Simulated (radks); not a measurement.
Results of a calculation; reference values are marked as such.
Problem. The mean radii <r> (bohr) of the occupied orbitals of an atom or ion are listed with their occupations. Level of theory: Dirac Kohn-Sham, PBEsol, spin-unpolarised, spherical densities, finite nucleus; Fermi nuclear charge, rms radius of each element as measured or else 0.836 A^(1/3) + 0.57 fm (a radial shooting solver on a logarithmic mesh with Libxc functionals).

| orbital | occ. | <r> |
|---|---|---|
| 1s1/2 | 2 | 0.03915 |
| 2s1/2 | 2 | 0.1688 |
| 2p1/2 | 2 | 0.1441 |
| 2p3/2 | 4 | 0.1480 |

Name the element and its charge. Open shells, if any, fill j = l - 1/2 first.

Solution. Z = 38, strontium, charge +28: Sr28+ in [Ne]. The 1s radius gives Z: for a bare nucleus <r> = (2 gamma + 1)/(2Z) with gamma = sqrt(1 - (Z/c)^2), 0.03844 bohr for Z = 38, and screening makes it slightly larger (0.03915 here). The occupations add up to 10, and the charge is Z minus that.
